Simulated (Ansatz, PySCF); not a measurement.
C₂H₇NOSi, SMILES OC/C=N/[SiH3]. Atoms are numbered in the order given.

```xyz
12

O     -2.6937     0.9673     0.0013
C     -1.8246     0.0025     0.5212
C     -0.4828    -0.0025    -0.1613
N      0.5862    -0.3332     0.4273
Si     2.1635    -0.4046    -0.3329
H     -2.3530     1.8360     0.2383
H     -1.6674     0.0787     1.6135
H     -2.2930    -0.9808     0.3360
H     -0.5385     0.3004    -1.2342
H      3.0849     0.4996     0.4140
H      2.6697    -1.8038    -0.2334
H      2.1221     0.0091    -1.7768
```
Charge 0, spin multiplicity 1.

The structure is a stationary point at PBE0-D3(BJ)/def2-SVP. The structure was generated by enumeration; whether it is a known compound was not checked. One conformer was computed; it need not be the lowest.

Two levels are set side by side: PBE-D3(BJ)/def2-SVP (Ansatz, a first-principles code) and PBE0-D3(BJ)/def2-SVP (Ansatz). Each level has its own optimised geometry; the coordinates shown are those of the second. Frequencies come from the Hessian of PySCF at each geometry. Differences are taken from unrounded values.

| quantity | PBE0-D3(BJ) | PBE-D3(BJ) | PBE-D3(BJ) minus PBE0-D3(BJ) |
|---|---|---|---|
| mean bond length (Å) | 1.336 | 1.347 | 0.011 |
| bond O1–C2 (Å) | 1.399 | 1.414 | 0.015 |
| bond C2–C3 (Å) | 1.505 | 1.514 | 0.009 |
| bond C3–N4 (Å) | 1.264 | 1.277 | 0.012 |
| bond N4–Si5 (Å) | 1.752 | 1.766 | 0.014 |
| bond O1–H6 (Å) | 0.963 | 0.975 | 0.012 |
| bond C2–H7 (Å) | 1.106 | 1.116 | 0.010 |
| bond C2–H8 (Å) | 1.105 | 1.114 | 0.009 |
| bond C3–H9 (Å) | 1.116 | 1.126 | 0.010 |
| bond Si5–H10 (Å) | 1.491 | 1.502 | 0.011 |
| bond Si5–H11 (Å) | 1.491 | 1.502 | 0.011 |
| bond Si5–H12 (Å) | 1.503 | 1.514 | 0.012 |
| highest harmonic wavenumber (cm⁻¹) | 3882 | 3701 | -182 |
| mean harmonic wavenumber (cm⁻¹) | 1303 | 1253 | -49 |
| zero-point energy (kcal/mol) | 55.87 | 53.76 | -2.11 |

GGA bonds tend to be longer and softer than those of functionals with exact exchange. Differences between two approximate levels are no errors against the true value.
